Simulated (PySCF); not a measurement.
TlSF: from structure and modes to constants

All numbers come from PBE0/[Tl def2-TZVP with ECP60, S def2-TZVP, F def2-TZVP], scalar-relativistic core potentials, density fitting, no spin–orbit coupling, PySCF.

The singlet minimum has C∞v symmetry. Masses (u): Tl 204.97441, S 31.97207, F 18.99840.

```xyz
3
charge 0 multiplicity 1, angstrom
Tl   -0.1305    0.0000    0.0000
S     2.0827    0.0000    0.0000
F    -2.0997    0.0000    0.0000
```

Harmonic wavenumbers (cm⁻¹): 126.0 (π, ×2), 429.1 (σ+, ×1), 596.1 (σ+, ×1).

(1) What is the harmonic zero-point energy?

(2) Give the standard entropy (298.15 K, 1 bar) by its translational, rotational, vibrational and spin parts, and Cp.

Results:

(1) Half the sum of all 4 wavenumbers, 1277/2 = 639 cm⁻¹, which is 7.6 kJ/mol (1 cm⁻¹ = 0.0119627 kJ/mol).

(2) Sackur–Tetrode with M = 255.94 u gives 178.0; rotation with symmetry number 1 gives 74.2; vibration 30.7; spin R ln 1 = 0.0. The total is 282.9 J/(mol K), and Cp = 7/2 R + 26.4 = 55.5 J/(mol K).

This need not be the most stable arrangement of these atoms. With an element this heavy the missing spin–orbit coupling can shift these numbers.
